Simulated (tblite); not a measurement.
Species: C6H7N2 (doublet state).
SMILES with atom numbers: `[CH3:1][C:2]#[C:3][C@@H:4]1[NH:5][CH2:6][C:7]1=[N:8]` (hydrogens: H9, H10, H11 on C1; H12 on C4; H13 on N5; H14, H15 on C6)

Structure optimised with GFN2-xTB, isolated species. This method treats the open shell by occupation alone, without spin polarisation.

**Question.** List the bond lengths, angles and torsions at this level.

**Answer.** 
```csv
bond,length (Å)
C1–C2,1.442
C2≡C3,1.204
C3–C4,1.428
C4–N5,1.464
N5–C6,1.463
C6–C7,1.521
C7=N8,1.199
C4–C7,1.593
"C1–H9, C1–H10, C1–H11",1.090
C4–H12,1.094
N5–H13,1.013
C6–H14,1.093
C6–H15,1.095
```

Bonds in one row agree within 0.01 Å and their mean is given. A selection of angles:
```csv
angle,degrees
C2–C1–H9,110.1
H9–C1–H10,109.1
C1–C2–C3,177.0
C2–C3–C4,173.6
C3–C4–N5,117.5
C3–C4–C7,112.8
C3–C4–H12,113.0
N5–C4–C7,89.3
N5–C4–H12,112.4
C7–C4–H12,109.5
C4–N5–C6,92.3
C4–N5–H13,114.8
C6–N5–H13,115.7
N5–C6–C7,92.2
N5–C6–H14,113.0
N5–C6–H15,116.1
C7–C6–H14,114.1
C7–C6–H15,110.2
H14–C6–H15,110.1
C6–C7–N8,141.5
C4–C7–C6,85.3
C4–C7–N8,133.2
```

Dihedral angles: C3–C4–N5–C6 -108° (anticlinal); C4–N5–C6–C7 -8° (synperiplanar); N5–C6–C7–N8 -172° (antiperiplanar); C3–C4–C7–C6 113° (anticlinal).

The C–N distances run from 1.199 Å (C7=N8, drawn double) to 1.464 Å (C4–N5, drawn single), a spread of 0.265 Å. The 4-membered ring C4–N5–C6–C7 has internal angles of 85.3° to 92.3° (sum 359°, against 360° for a flat polygon); it is slightly puckered (a soft mode that the optimisation may not have finished), 0.05 Å rms from its mean plane, widest ring torsion 8°. N5 (nitrogen bonded to 2 C and H) is pyramidal (angles 115.7°, 114.8° and 92.3°, sum 322.8°, 0.44 Å off the plane of its three neighbours). The C–C distances run from 1.204 Å (C2≡C3, drawn triple) to 1.593 Å (C4–C7, drawn single), a spread of 0.389 Å. C7 (carbon bonded to 2 C and N) is planar (angles 141.5°, 133.2° and 85.3°, sum 360.0°, 0.00 Å off the plane of its three neighbours).

Point group: C1 (no symmetry element, even within 0.4 Å). GFN2-xTB frequencies show an imaginary mode (31i cm⁻¹), so the point is no minimum at that level. 2 starts were optimised and ended at 0.00 and 1.48 kcal/mol (GFN2-xTB); the lowest of these is shown.

All values are computed, not measured.
